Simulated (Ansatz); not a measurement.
`O=C=[N][AlH][F]` + H₂ → `[F][AlH2]` + `N=C=O` at 700 K and 1 bar (hydrogenolysis of the Al–N bond).

Gas-phase electronic energies from Ansatz, PBE0-D4/def2-TZVP geometries. CBS: def2 TZ/QZ extrapolation, frozen cores. One conformer a species, not always the lowest.

| species | CCSD(T)/CBS energy (Eh) | H − E (kJ/mol) | S (J/(mol·K)) |
| --- | --- | --- | --- |
| `O=C=[N][AlH][F]` | -510.45422 | 118.0 | 410.6 |
| H₂ | -1.17463 | 46.8 | 155.3 |
| `[F][AlH2]` | -343.06397 | 74.9 | 289.9 |
| `N=C=O` | -168.51449 | 89.3 | 283.6 |

H − E and S are ideal-gas, rigid-rotor, harmonic terms from PBE0-D4/def2-TZVP, for one conformer and one mirror image of each species. 1 Eh = 2625.50 kJ/mol, R = 8.31446 J/(mol·K).

Question: By hand: ΔE, ΔH, ΔS and ΔG.

Answer: ΔE = (-343.06397) + (-168.51449) − (-510.45422) − (-1.17463) = 0.05039 Eh = 132.3 kJ/mol. Δ(H − E) = 74.9 + 89.3 − 118.0 − 46.8 = -0.6, so ΔH = 131.7 kJ/mol. ΔS = 289.9 + 283.6 − 410.6 − 155.3 = 7.6 J/(mol·K). ΔG = 131.7 − 700 × (7.6)/1000 = 126.4 kJ/mol.

Question: By hand: the equilibrium constant, and the temperature at which ΔG would vanish if ΔH and ΔS stayed fixed.

Answer: log₁₀ K = −ΔG/(RT ln 10) = -9.4. ΔG = 0 at ΔH/ΔS = 17329 K, far beyond where these terms or the molecules hold.

The number of gas molecules stays the same, so ΔS is small and ΔH decides. A doubt of 5 kJ/mol in ΔE shifts log₁₀ K by 0.4 here. Other conformers and mirror images would add mixing entropy, several J/(mol·K) or more a flexible species. Modes under 60 cm⁻¹, often nearly free rotors, make the harmonic entropy too high. These are equilibria of isolated gas molecules and say nothing of rates. Largest T1 diagnostic: 0.018 (customary marks: 0.02 for closed shells, 0.045 for open ones).
